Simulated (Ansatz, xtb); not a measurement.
# C6H4ClFO: which of two isomers lies lower

We compare a, `C#C[C@@H]1C(=O)[C@@H](F)[C@H]1Cl`, a singlet, with b, `C#C[C@@H]1C(=O)[C@H](F)[C@H]1Cl`, a singlet. Both are isolated molecules in the gas phase, relaxed with PBE0-D3(BJ)/def2-SVP.

Quicker runs give these differences E(b) − E(a): GFN2-xTB −2.65 kcal/mol; HF/STO-3G −1.85 kcal/mol (at GFN2-xTB geometries); r2SCAN-D4/def2-SVP −1.04 kcal/mol (at GFN2-xTB geometries).

Task: Estimate E(b) − E(a) at the level CCSD(T)/def2-SVP + ΔMP2/def2-TZVPP.

Result: Calculated at CCSD(T)/def2-SVP + ΔMP2/def2-TZVPP: E(b) − E(a) = −1.30 kcal/mol, so structure b lies lower.

How the difference moves with the method:

| level | geometry | E(b) − E(a) (kcal/mol) | departure from the last row (kcal/mol) | job, with rough time for the two |
| --- | --- | --- | --- | --- |
| GFN2-xTB | GFN2-xTB | −2.65 | −1.35 | optimisation, 0.29 s |
| HF/STO-3G | GFN2-xTB | −1.85 | −0.55 | single point, 0.64 s |
| r2SCAN-D4/def2-SVP | GFN2-xTB | −1.04 | +0.26 | single point, 3.6 s |
| PBE0-D3(BJ)/def2-SVP | PBE0-D3(BJ)/def2-SVP | −1.51 | −0.21 | optimisation, 73 s |
| HF/def2-SVP | PBE0-D3(BJ)/def2-SVP | −2.22 | −0.92 | part of the CCSD(T) run |
| MP2/def2-SVP | PBE0-D3(BJ)/def2-SVP | −1.30 | 0.00 | part of the CCSD(T) run |
| CCSD(T)/def2-SVP | PBE0-D3(BJ)/def2-SVP | −1.36 | −0.06 | single point |
| CCSD(T)/def2-SVP + ΔMP2/def2-TZVPP | PBE0-D3(BJ)/def2-SVP | −1.30 |  | single point, 1.7 min |

As drawn, both hold the same kinds of bond in the same numbers.

The levels shown agree on the order. The largest departure from CCSD(T)/def2-SVP + ΔMP2/def2-TZVPP is that of GFN2-xTB, 1.35 kcal/mol. The last row adds to CCSD(T) the change of the MP2 difference between the two basis sets, here +0.06 kcal/mol.

With thermal terms from frequencies at re-optimised GFN2-xTB minima (ideal gas, soft modes damped towards free rotors, one conformer each, 298.15 K, 1 atm): the zero-point term adds −0.01 kcal/mol; ΔH is −1.33 and ΔG −1.29 kcal/mol.

The correlated steps freeze 13 core orbitals. Programs: Ansatz 0.2.0, xtb 6.7.1; the last row on 2 threads of Intel(R) Xeon(R) Gold 6455B (Sapphire Rapids) on a shared host.
